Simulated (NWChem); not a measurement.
System: CH₃FSe; SMILES C[Se]F

```xyz
6

Se     0.4321     0.0265     0.0000
F     -0.7151     1.3780     0.0000
C     -0.9023    -1.3558     0.0000
H     -0.3530    -2.3103     0.0000
H     -1.5219    -1.2933    -0.9043
H     -1.5219    -1.2933     0.9043
```
Atoms are numbered in this order, from 1.

Level: PBE0/def2-SVP (NWChem), optimised geometry, unscaled harmonic frequencies. This build's default masses of Se (78.918 u) and Br (79.917 u) are each other's, which moves their modes by up to 0.6 %.

```
frequency (cm⁻¹)  IR intensity (km/mol)
----------------  ---------------------
141                                 0.1
224                                 3.7
624                                 2.8
672                                49.2
892                                11.2
917                                10.1
1291                                1.5
1410                                9.0
1448                               15.9
3065                                4.8
3182                                2.0
3202                                0.1
```

```
Quantity                                                                            Value
-----------------------------------------------------------------------  ----------------
zero-point energy                                                           24.4 kcal/mol
thermal correction to the enthalpy at 298.15 K (with zero-point energy)     27.8 kcal/mol
heat capacity Cv                                                         12.9 cal/(mol K)
entropy at 298.15 K and 1 atm (symmetry number 1)                        70.0 cal/(mol K)
dipole moment                                                                      2.51 D
```

Rigid rotor and harmonic oscillator.
